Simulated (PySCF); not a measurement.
# Relaxation of sextet FCoN

All numbers come from UPBE0/[Co def2-TZVP, N def2-TZVP, F def2-TZVP], no relativity, density fitting, PySCF. A (50,194) grid was used.

A hand-made bent start, of Cs symmetry, held to at least that symmetry:

```xyz
3
charge 0 multiplicity 6, angstrom
Co   -0.0929    0.0000   -0.3498
N    -1.4281    0.0000    0.5851
F     1.3406    0.0000    0.6540
```

What forces act on the atoms at the start (eV/Å)?


| atom | Fx | Fy | Fz |
| --- | --- | --- | --- |
| Co1 | 3.23 | 0.00 | -1.72 |
| N2 | -4.02 | 0.00 | 1.95 |
| F3 | 0.79 | 0.00 | -0.23 |

What does it relax to?

It ends at Cs with Co–F 1.766 Å, Co–N 1.859 Å; F–Co–N 153.4° (after a last refinement on a finer grid). A frequency run shows a minimum.

How much energy is released, and in how many steps?

79.6 kJ/mol in 10 steps.

With open d or f shells other occupations or spin states may lie lower. At this level a broken-symmetry Ms = 1/2 minimum of C∞v symmetry lies 51 kJ/mol below this structure.
